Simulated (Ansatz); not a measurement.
`F[CH2][AlH][GeH3]` → `[CH3][Al]([F])[GeH3]`  (isomerisation)

Calculated with Ansatz (gas phase, PBE0-D4/def2-TZVP geometries, no zero-point term in ΔE). CCSD(T)/CBS is the MP2 limit (def2-TZVPP, def2-QZVPP) plus CCSD(T) − MP2 in def2-TZVPP, frozen cores. DFT in def2-TZVPP. B3LYP here is the variant with VWN-RPA as its local correlation; programs differ in this. For Ge outer-core shells are correlated without core-valence functions, which leaves a few kJ/mol of doubt a bond. Scalar relativity is left out up to krypton. One conformer a species, not always the lowest.

```tsv
level	ΔE (kcal/mol)	difference from CCSD(T)/CBS
PBE-D4	-71.7	4.4
r2SCAN-D4	-75.1	1.0
PBE0-D4	-72.9	3.2
B3LYP-D4	-73.3	2.8
ωB97X-V	-72.7	3.4
ωB97M-V	-74.0	2.1
B2PLYP	-75.4	0.7
PBE	-71.7	4.4
r2SCAN	-75.1	1.0
PBE0	-72.9	3.2
B3LYP	-73.4	2.7
HF/def2-TZVPP	-73.1	3.0
MP2/def2-TZVPP	-78.6	-2.5
SCS-MP2/def2-TZVPP	-76.3	-0.2
CCSD/def2-TZVPP	-75.2	0.9
CCSD(T)/def2-TZVPP	-75.2	0.9
HF/def2-QZVPP	-73.6	2.5
MP2/def2-QZVPP	-79.3	-3.2
SCS-MP2/def2-QZVPP	-77.1	-1.0
HF/CBS(def2)	-73.7	2.4
MP2/CBS(def2)	-79.5	-3.4
CCSD/CBS(def2)	-76.1	0.0
CCSD(T)/CBS	-76.1	0
```

Largest T1 diagnostic among the species: 0.012.

In def2-TZVPP, CCSD(T) changes the Hartree–Fock value by −2.1 kcal/mol (the triples alone add −0.0 kcal/mol) and MP2 by −5.5 kcal/mol. From PBE to PBE0 (25 % exact exchange), in def2-TZVPP and without D4, ΔE moves by −1.2 kcal/mol.
